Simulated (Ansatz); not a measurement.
One change: `O[SiH](Cl)[O][GeH3]` becomes `O[SiH](Cl)CF`.

Ansatz, PBE0-D4/def2-TZVP geometries, multiplicity 1. Each molecule was computed in one conformer, which needn't be the lowest.

Scalar relativity is left out up to krypton.

```
                                          property  `O[SiH](Cl)[O][GeH3]`
                 LUMO energy (PBE/def2-TZVPP) / eV                  -0.87
             LUMO energy (ωB97M-V/def2-TZVPP) / eV                   1.83
size of the dipole moment (ωB97M-V/def2-TZVPP) / D                   1.37
    size of the dipole moment (PBE/def2-TZVPP) / D                   1.33
               HOMO–LUMO gap (PBE/def2-TZVPP) / eV                   6.55
           HOMO–LUMO gap (ωB97M-V/def2-TZVPP) / eV                  13.00
```

Q: Give the same properties after the change, and the shifts. (Estimate.)

A: Computed: 
| property | `O[SiH](Cl)CF` | shift |
| --- | --- | --- |
| LUMO energy (PBE/def2-TZVPP) / eV | -0.94 | -0.07 |
| LUMO energy (ωB97M-V/def2-TZVPP) / eV | 1.77 | -0.06 |
| size of the dipole moment (ωB97M-V/def2-TZVPP) / D | 1.42 | 0.05 |
| size of the dipole moment (PBE/def2-TZVPP) / D | 1.36 | 0.03 |
| HOMO–LUMO gap (PBE/def2-TZVPP) / eV | 6.19 | -0.36 |
| HOMO–LUMO gap (ωB97M-V/def2-TZVPP) / eV | 12.65 | -0.35 |

Dipoles are sizes alone; their direction can turn.
